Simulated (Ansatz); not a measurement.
Sn₁₀O₄H₁₆⁻. Charge -1, multiplicity 2. Geometry PBE-D4/def2-SVP, that of the neutral singlet.

```xyz
30

Sn    1.827   -2.188    1.002
Sn   -2.319    0.268    1.368
Sn   -0.549   -0.889   -2.649
Sn    1.449    3.201    0.134
Sn    1.049   -2.979   -1.598
Sn   -2.964   -0.897   -1.144
Sn   -0.210   -1.135    2.658
Sn    3.533    0.062    1.149
Sn   -1.273    2.888    1.149
Sn    1.219    1.275   -2.030
O    -3.898    0.215    2.663
O    -0.776   -1.537   -4.575
O     0.214    3.190   -2.026
O     2.279    1.647    1.740
H     2.749   -3.398    1.858
H    -4.124   -0.712    2.878
H    -1.157   -0.817   -5.115
H    -0.762    3.153   -1.968
H     0.254   -4.507   -1.374
H     2.511   -3.278   -2.486
H    -3.696   -2.475   -1.055
H    -4.123    0.133   -1.937
H    -0.661   -2.322    3.847
H     0.658    0.093    3.580
H     1.663    1.341    2.443
H     4.681    0.049    2.460
H    -1.631    3.589    2.707
H    -2.361    3.701    0.042
H     4.265    0.837   -0.217
H     2.152    1.493   -3.504
```

In the def2 sets Sn takes a core potential; there is no spin–orbit coupling. Single mean-field runs in def2-TZVP are fitted with def2-universal-jkfit. At LDA (SPW92)/def2-TZVP the gap within one spin of the charge -1 doublet nearly closes, so an electron or hole may be smeared out by delocalisation error.

Estimate the α-spin orbital energies around the gap (eV) in Ansatz with LDA (SPW92)/def2-TZVP, PBE-D4/def2-TZVP, PBE0-D4/def2-TZVP.


```
orbital  LDA (SPW92)/def2-TZVP  PBE-D4/def2-TZVP  PBE0-D4/def2-TZVP
 HOMO−5                  -3.43             -3.27              -4.20
 HOMO−4                  -3.35             -3.20              -4.17
 HOMO−3                  -3.23             -3.06              -4.01
 HOMO−2                  -2.88             -2.69              -3.52
 HOMO−1                  -2.38             -2.17              -2.90
   HOMO                  -0.36             -0.17              -0.57
   LUMO                  -0.23              0.00               0.60
 LUMO+1                  -0.07              0.17               0.86
 LUMO+2                   0.11              0.37               1.00
 LUMO+3                   0.27              0.49               1.13
 LUMO+4                   0.54              0.78               1.40
 LUMO+5                   0.62              0.80               1.48
 β HOMO                  -2.29             -2.05              -2.63
 β LUMO                  -0.24              0.01               0.63
```
